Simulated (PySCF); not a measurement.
Compound: C6H7F.
Geometry (GFN2-xTB, Å), atoms numbered from 1 in this order:
```xyz
14
C6H7F angstrom
C      2.1071    1.5742    0.6598
C      1.6102    0.4309    0.1906
C      0.2180    0.1854    0.0761
C     -0.7937   -0.5837   -0.2471
C     -1.3833   -1.8228   -0.7555
F     -0.4183   -2.7348   -1.1161
C     -1.1520    0.7675    0.2970
H      3.1667    1.7432    0.7388
H      1.4601    2.3748    0.9780
H      2.2588   -0.3747   -0.1301
H     -2.0067   -2.3056    0.0103
H     -1.9912   -1.6319   -1.6512
H     -1.5473    0.8474    1.3040
H     -1.5289    1.5297   -0.3767
```

Computed with PySCF 2.14.0, density-fitted response routines, TDDFT PBE0/def2-SVPD, vertical, gas phase, core orbitals frozen in the response.

Frontier orbitals with the atoms that hold most of them (Löwdin shares over 4%, at most four atoms; ? is withheld):

```csv
orbital,ε (eV),atoms
LUMO+2,1.09,"C7 15%, C5 13%, C1 11%, F6 11%"
LUMO+1,0.72,"C5 24%, C4 12%, C7 10%, H11 9%"
LUMO,-1.14,?
HOMO,-6.57,"C4 23%, C3 18%, C1 18%, C2 10%"
HOMO-1,-8.54,?
HOMO-2,-9.06,"C2 33%, C1 22%, C3 18%, C7 8%"
HOMO-3,-9.78,"C4 31%, C3 22%, C7 17%, C2 6%"
```

(1) Give the leading atoms of the LUMO.

(2) Give the leading atoms of the HOMO-1.

(3) The HOMO–LUMO gap is 5.43 eV. Where does the response calculation put the lowest singlet, and from which orbitals?

(4) One configuration dominates each of S1, S2 and S3. Which, and how do the shares of the two leading atoms of either orbital change from the occupied to the empty one?

Answers

(1) C1 (bonded to C and 2 H) 28%; C4 (bonded to 3 C) 20%; C2 (bonded to 2 C and H) 18%; C3 (bonded to 3 C) 14%.

(2) C7 (bonded to 2 C and 2 H) 36%; C3 (bonded to 3 C) 18%; C4 (bonded to 3 C) 15%; C2 (bonded to 2 C and H) 8%.

(3) S1 is at 5.09 eV (f = 0.479), 0.33 eV below the gap, made of HOMO→LUMO (96%). 

(4) 
- S1 (5.09 eV, f 0.479), HOMO→LUMO (96%): C4 23% → 20%, C3 18% → 14%, C1 18% → 28%
- S2 (5.81 eV, f 0.0006), HOMO-1→LUMO (99%): C7 36% → at most 14%, C3 18% → 14%, C1 at most 8% → 28%, C4 15% → 20%
- S3 (6.17 eV, f 0.0093), HOMO→LUMO+1 (98%): C4 23% → 12%, C3 18% → at most 10%, C5 at most 11% → 24%

Time: 54 s; peak memory 0.79 GiB. Hardware: an Arm Neoverse N1 with one thread, on a shared host.

One conformer stands for the species.
